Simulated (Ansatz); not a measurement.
PBE exchange is replaced step by step with exact exchange (0 % is PBE, 25 % PBE0; no dispersion term), basis def2-SVP, Ansatz. System: SnMe3(OiPr) (C₆H₁₆OSn). Charge 0, multiplicity 1. Geometry: r2SCAN-D4/def2-SVP.

Geometry of the singlet:

```tsv
atom	x (Å)	y (Å)	z (Å)
Sn1	0.547	0.228	-1.154
C2	2.479	-0.148	-0.268
H3	2.559	0.348	0.711
H4	3.274	0.237	-0.924
H5	2.624	-1.230	-0.133
C6	0.240	-0.780	-3.025
H7	0.848	-0.327	-3.823
H8	-0.823	-0.709	-3.302
H9	0.510	-1.841	-2.924
C10	0.058	2.329	-1.272
H11	-1.036	2.441	-1.241
H12	0.433	2.757	-2.214
H13	0.496	2.881	-0.428
O14	-0.819	-0.674	0.018
C15	-0.675	-0.725	1.422
C16	-1.748	-1.666	1.953
C17	-0.781	0.664	2.051
H18	0.319	-1.150	1.697
H19	-2.746	-1.268	1.705
H20	-1.676	-1.785	3.046
H21	-1.649	-2.655	1.481
H22	0.024	1.328	1.692
H23	-1.746	1.125	1.780
H24	-0.709	0.619	3.150
```

In the def2 sets Sn takes a core potential; there is no spin–orbit coupling.

| exact exchange (%) | HOMO (eV) | LUMO (eV) | gap (eV) |
| --- | --- | --- | --- |
| 0 | -5.24 | -0.15 | 5.09 |
| 5 | -5.55 | 0.03 | 5.58 |
| 10 | -5.86 | 0.22 | 6.08 |
| 15 | -6.17 | 0.40 | 6.57 |
| 25 | -6.79 | 0.76 | 7.55 |
| 35 | -7.42 | 1.12 | 8.53 |

Fit a straight line to the column «gap (eV)» against the share of exact exchange and predict its value at 50 %.

With x = exact exchange (%) and y = gap (eV): mean x = 15, mean y = 6.567; Σ(x − x̄)(y − ȳ) = 83.55, Σ(x − x̄)² = 850; slope b = 0.09829, intercept a = ȳ − b·x̄ = 5.093. The residuals of the fitted rows reach 0.00. At x = 50 the line gives 5.093 + (0.09829 × 50) = 10.01; the run gave 9.98, 0.03 less than the line.
